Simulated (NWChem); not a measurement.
System: MgSiH$_{3}$F; SMILES [Mg]([SiH3])[F]

```xyz
6

Mg    -0.0130     0.8557    -0.0002
F      0.1350     2.5942     0.0002
Si    -0.2305    -1.7007    -0.0007
H      0.4039    -2.3283    -1.1992
H     -1.6543    -2.1538     0.0051
H      0.4141    -2.3297     1.1916
```
Atoms are numbered in this order, from 1.

Program: NWChem. Pople sets run with spherical d functions. Structure relaxed at the B3LYP/6-31G* (spherical d) level. Vertical excitations in the gas phase; the lowest state need not have the same character in each row.

```csv
level,"lowest excitation, singlet (eV)",orbital gap (eV)
"PBE/6-31G*, TDA",5.51,4.61
"B3LYP/6-31G*, TDA",___,___
"BHandHLYP/6-31G*, TDA",5.97,7.85
"PBE0/6-31G*, TDA",5.82,6.36
```

Question: Some entries are withheld; supply them.

Answer: 
- B3LYP/6-31G*, TDA, lowest excitation, singlet (eV): 5.71
- B3LYP/6-31G*, TDA, orbital gap (eV): 5.87
